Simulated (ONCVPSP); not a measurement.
**Transferability test, ONCV potential for Si (Z = 14)**

silicon (Si), optimised norm-conserving Vanderbilt (ONCV), made with ONCVPSP 4.0.1 (LDA (Perdew-Zunger), scalar-relativistic). Core [Ne], reference 3s2 3p2. Waves: 3s: rc 1.40 bohr, ncon 4, nbas 8, qcut 5.8 1/bohr, local; 3p: rc 2.15 bohr, ncon 4, nbas 7, qcut 4.3 1/bohr, 2 projectors, debl 1.6 Ha. Local part: the s channel. Core correction: polynomial model core, fcfact 0.25.

Energies are relative to the spin-unpolarised reference configuration 3s2 3p2; without spin polarisation the order of configurations can differ from experiment.

```csv
valence configuration,charge,ΔE all-electron (eV),error AE − PS (meV)
3s1 3p0,+3,58.088,+57
3s1 3p2,+1,15.242,+1.4
```

(1) What are ΔE and the potential's error for 3s2 3p0?

(2) What are ΔE and the potential's error for 3s2 3p1?

Answers

(1) ΔE = 23.943 eV all-electron; the error (AE − PS) is +17 meV.

(2) ΔE = 7.829 eV all-electron; the error (AE − PS) is +1.7 meV.
